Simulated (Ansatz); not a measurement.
Stepwise reaction of `[SH][GeH2][SH]` with water, as a gas-phase model of exchange steps in deposition or etching. ΔE in kJ/mol.

Gas-phase electronic energies from Ansatz, PBE0-D4/def2-TZVP geometries. CBS: MP2 limit from def2 TZ/QZ plus the TZ coupled-cluster correction, frozen cores. This one scheme is used for every species. DFT in def2-TZVPP. B3LYP here is the variant with VWN-RPA as its local correlation; programs differ in this. For Ge outer-core shells are correlated without core-valence functions, which leaves a few kJ/mol of doubt a bond. Scalar relativity is left out up to krypton. One conformer a species, not always the lowest.

```
step                                         reaction  PBE-D4  B3LYP-D4  ωB97M-V  CCSD(T)/CBS
   1  `[SH][GeH2][SH]` + H₂O → `[OH][GeH2][SH]` + H₂S    20.2      13.9     12.6         17.0
```

**Question.** Give the row of step 2, `[OH][GeH2][SH]` + H₂O → `[OH][GeH2][OH]` + H₂S. (An estimate is asked.)

**Answer.** The calculation gave: 
```json
{"step": "2", "reaction": "`[OH][GeH2][SH]` + H₂O → `[OH][GeH2][OH]` + H₂S", "PBE-D4": "25.1", "B3LYP-D4": "17.8", "ωB97M-V": "16.7", "CCSD(T)/CBS": "19.5"}
```

**Question.** By hand: ΔE of the 2 steps together at CCSD(T)/CBS.

**Answer.** (17.0) + (19.5) = 36.5 kJ/mol, or 18.2 kJ/mol a step.

In ΔE the steps differ by no more than 2.5 kJ/mol. All are uphill at CCSD(T)/CBS. PBE-D4 differs from CCSD(T)/CBS by 3.2 to 5.6 kJ/mol a step. Isolated molecules leave out the surface, adducts and barriers. Largest T1 diagnostic: 0.012.
